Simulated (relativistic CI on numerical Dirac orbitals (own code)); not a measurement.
## Zr XXIX: sensitivity of the levels to the model

Base calculation: Dirac-Coulomb-Breit CI, separate exchange-only KLI orbitals for each configuration, QED by a radiative potential, unscaled Slater integrals.

Configuration list (outside the closed core [Ne]): 3s², 3s3p, 3p², 3s3d, 3d², 3p3d, 3p4s, 3d4s, 3s4s, 3s4p, 3s4d, 3s4f, 3s5s, 3s5p, 3s5d, 4s², 3s5f, 3s5g, 3s6s, 3s6p, 3s6d. Levels of other configurations are missing.

Variants: (1) QED terms removed. Shifts of the energy above 3s² ¹S0, in cm⁻¹, for the lowest level and the first level of each name with at least 55 % of one term (blank where a level changes its place among those of its configuration and J or its character, or is not in the variant):

```csv
Level,Base,Δ(1)
3s² ¹S0,0,0
3s3p ³P°0,453085,+3828
3s3p ³P°1,485903,+3798
3s3p ³P°2,620080,+3491
3s3p ¹P°1,783532,+3609
3p² ³P0,1091623,+7733
3p² ¹D2,1211518,+6934
3p² ³P1,1218360,+7454
3p² ³P2,1365740,+6626
3s3d ³D1,1417169,+3847
3s3d ³D2,1429920,+3858
3s3d ³D3,1450085,+3737
3p² ¹S0,1503812,+7065
3s3d ¹D2,1602335,+4766
3p3d ³F°2,1905017,+7805
3p3d ³F°3,1981814,+7652
3p3d ³D°1,2021903,+7764
3p3d ³F°4,2103113,+7359
3p3d ³D°3,2153344,+7442
3p3d ³P°0,2158436,+7461
3p3d ³P°1,2159682,+7455
3p3d ¹F°3,2278460,+7428
```

At this charge energies of transitions that change n are usually good to better than 1 %, and those within a shell (Δn = 0) to a few per cent.

Ionisation energy from the two ground configurations alone: base 1519.21 eV; QED terms removed 1519.67 eV. The NIST ASD value (semi-empirical) is 1525.1 eV.

LS names give the leading component of a level, which can be under half, so a name can repeat, a term be missing and a line seem to break the LS rules.
